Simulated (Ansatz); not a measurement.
This geometry of BrGaH2 + CH4 (9 atoms, charge 0, multiplicity 1) is a first-order saddle point.

Level of theory: RKS B3LYP-D4/def2-SVP in Ansatz 0.2.0.

```xyz
9
Properties=species:S:1:pos:R:3
Ga -0.728 -0.576 -0.720
Br 1.223 0.855 -1.983
H -0.326 -2.057 -1.001
H -2.046 0.191 -1.046
H 0.831 0.567 -0.433
C 0.207 0.212 1.001
H -0.138 1.218 1.278
H 1.278 0.107 1.244
H -0.301 -0.518 1.661
```

**Question.** Which two structures does it join? (They come from a converged band through this point; their orientation in space is the band's.)

**Answer.** Bonds broken: H5–C6. Bonds formed: Ga1–C6, Br2–H5. BrGaH2 + CH4 becomes BrH + CH5Ga.

Initial state:

```xyz
9
Properties=species:S:1:pos:R:3
Ga -0.783 -0.623 -1.453
Br 0.821 0.321 -2.840
H -0.549 -2.123 -1.091
H -1.983 0.307 -1.093
H 1.023 0.749 0.381
C 0.495 0.426 1.290
H -0.350 1.099 1.490
H 1.197 0.450 2.135
H 0.130 -0.608 1.181
```

Final state:

```xyz
9
Properties=species:S:1:pos:R:3
Ga -0.817 -0.684 -0.496
Br 1.180 0.869 -2.159
H -0.357 -2.091 -1.043
H -2.073 0.025 -1.138
H 1.781 1.388 -0.968
C -0.034 0.027 1.190
H -0.116 1.124 1.255
H 1.022 -0.266 1.311
H -0.587 -0.392 2.049
```

**Question.** How far does it lie above each of them?

**Answer.** 1.92 eV above the first and 0.40 eV above the second. This is the barrier of this one path; another mechanism may lie lower. The orbitals stay closed-shell, which can raise the energy where a bond breaks towards radicals; this wasn't checked here.

Time of the run: 2.4 min on 2 threads of Arm Neoverse V2 (shared host), peak memory 0.28 GiB.
